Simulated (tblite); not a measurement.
C6H4N4.
Geometry (GFN2-xTB, Å), atoms numbered from 1 in this order:
```xyz
14
C6H4N4 angstrom
C     -1.698    1.775    1.188
C     -1.118    0.649    1.585
C     -0.233   -0.124    0.731
N      0.287   -1.237    1.250
N      1.082   -1.970    0.537
C      1.376   -1.616   -0.699
C      0.826   -0.437   -1.239
C      1.138   -0.043   -2.570
N      1.428    0.221   -3.645
N      0.014    0.311   -0.511
H     -2.351    2.335    1.836
H     -1.530    2.163    0.197
H     -1.264    0.231    2.570
H      2.042   -2.259   -1.252
```

Method: GFN2-xTB as coded in tblite; computed harmonic values from a numerical Hessian at the method's own geometry, unscaled. The method is semi-empirical: single wavenumbers can be off by several per cent or more. One conformer, not necessarily the lowest. The optimisation stopped once no atom felt more than 0.01 eV/Å.

Lowest wavenumbers of the output (negative numbers stand for imaginary wavenumbers):
```
mode    cm-1
  1     -31.7
  2      94.5
  3     108.6
  4     127.2
  5     208.7
  6     284.9
  7     354.1
  8     436.5
  9     466.6
 10     539.6
 11     551.7
 12     585.5
 13     688.4
 14     726.7
 15     784.2
```

Problem. Is this structure a minimum?

Solution. Not by this Hessian. 1 mode is imaginary beyond 20i (32i cm⁻¹), so at this level the point lies at or near a first-order saddle. The curvature is small, so loose convergence or finite differences may be the whole cause.

Problem. Which atoms move in the imaginary mode?

Solution. 32i: C6 (aromatic CH next to a ring nitrogen) 38 %, N4 (pyridine-type nitrogen) 31 %, H14 (aromatic hydrogen) 13 %. These are shares of the mass-weighted motion.

Problem. What is the remedy?

Solution. Step along that mode in both directions, optimise again with tighter thresholds and repeat the frequencies. The zero-point energy of this point (57.4 kcal/mol) counts the 35 real modes alone, and thermal corrections from it aren't those of a minimum.
